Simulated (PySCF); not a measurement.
C₃H₈O₂Si.
Atom-mapped SMILES: `[CH3:1][SiH2:2][O:3][C:4]([CH3:5])=[O:6]` (hydrogens: H7, H8, H9 on C1; H10, H11 on Si2; H12, H13, H14 on C5)

Method: PySCF, PBE0-D3(BJ)/def2-SVP geometry optimisation, gas phase; density fitting, grid level 1; the optimiser is geomeTRIC in internal coordinates, started from a GFN2-xTB structure with every atom displaced at random (about 0.01 Å).

Step 0: E = -15195.5041 eV
```
atom  x, y, z in Å  |  force x, y, z in eV/Å
C1     -2.0176    0.8680    0.7328   -0.640   0.238  -0.277
Si2    -1.3122   -0.8017    0.2840   -0.651   0.768   0.530
O3      0.3385   -0.7172    0.1944    2.511   0.227  -0.212
C4      1.0737    0.0030   -0.6868   -2.414   0.236  -0.719
C5      2.5263   -0.1482   -0.5163   -0.138   0.213   0.401
O6      0.5053    0.6748   -1.5283    0.826  -0.382   0.597
H7     -1.8315    1.6179   -0.0552    0.059  -0.233  -0.097
H8     -1.5957    1.2851    1.6467    0.270  -0.063   0.404
H9     -3.1160    0.8382    0.8837    0.200  -0.127  -0.055
H10    -1.8197   -1.3013   -0.9766   -0.447  -0.352  -0.664
H11    -1.3886   -1.7777    1.3757   -0.458  -0.329   0.285
H12     2.8116   -1.1806   -0.6590    0.200  -0.630  -0.056
H13     2.7719    0.1356    0.5041    0.232   0.010   0.432
H14     3.0346    0.4965   -1.2068    0.451   0.423  -0.571
```

Step 1: E = -15195.6904 eV
```
atom  x, y, z in Å  |  force x, y, z in eV/Å
C1     -1.9902    0.8799    0.7069    0.111   0.109   0.029
Si2    -1.2905   -0.8023    0.3172    0.038   0.054  -0.108
O3      0.4458   -0.7847    0.2732   -0.736  -0.180   0.162
C4      1.0260   -0.0020   -0.6328    0.542   0.168   0.053
C5      2.5228   -0.1160   -0.5478   -0.051   0.046  -0.174
O6      0.4057    0.7120   -1.3807   -0.012  -0.100  -0.048
H7     -1.7310    1.5876   -0.0927    0.023  -0.018  -0.031
H8     -1.5914    1.2705    1.6561    0.001  -0.037   0.009
H9     -3.0851    0.8391    0.7899   -0.086  -0.071   0.027
H10    -1.7919   -1.3357   -0.9831    0.055   0.012   0.033
H11    -1.6036   -1.7786    1.3968    0.106  -0.016   0.013
H12     2.8151   -1.1644   -0.7142    0.017   0.058  -0.011
H13     2.8297    0.1436    0.4737    0.061   0.008   0.055
H14     3.0191    0.5435   -1.2700   -0.070  -0.034  -0.011
```

**Question.** Estimate the geometry and energy of step 2. (The exact step hangs on the optimiser's Hessian estimate; all steps are aligned on step 1, rigid shifts and turns removed.)

**Answer.** E = -15195.6820 eV, largest force 0.516 eV/Å
```
atom  x, y, z in Å  |  force x, y, z in eV/Å
C1     -2.0049    0.8931    0.7233    0.027   0.050   0.012
Si2    -1.3239   -0.7880    0.3033    0.169  -0.018  -0.124
O3      0.4067   -0.8050    0.3133    0.421  -0.021   0.256
C4      1.0501   -0.0507   -0.5851   -0.334  -0.098  -0.353
C5      2.5509   -0.1042   -0.5544   -0.194  -0.211   0.429
O6      0.4248    0.5983   -1.3858   -0.069   0.362  -0.259
H7     -1.7207    1.6155   -0.0550   -0.011  -0.005  -0.009
H8     -1.6186    1.2479    1.6913   -0.001  -0.023  -0.001
H9     -3.1041    0.8545    0.7870    0.009  -0.014   0.002
H10    -1.7902   -1.2935   -1.0179   -0.018   0.007   0.018
H11    -1.6496   -1.7872    1.3578    0.021   0.000   0.019
H12     2.8831   -1.1438   -0.6883    0.022  -0.014   0.003
H13     2.8996    0.2192    0.4372    0.075  -0.012   0.008
H14     2.9774    0.5363   -1.3341   -0.118  -0.001  -0.002
```

The energy changes by +0.0084 eV. The first-order estimate −F·Δx gives -0.0624 eV and the mean of the old and new forces, exact on a quadratic surface, +0.0057 eV. The step makes an angle of 76° with the force vector and moves no atom by more than 0.115 Å. The energy falls at the start of this step and ends higher, so the step passed the lowest point of its straight line.

The cost below is that of the whole optimisation. On an Arm Neoverse V1 with one thread (shared host), this took 43 s of wall time and 0.50 GiB of memory at its peak.
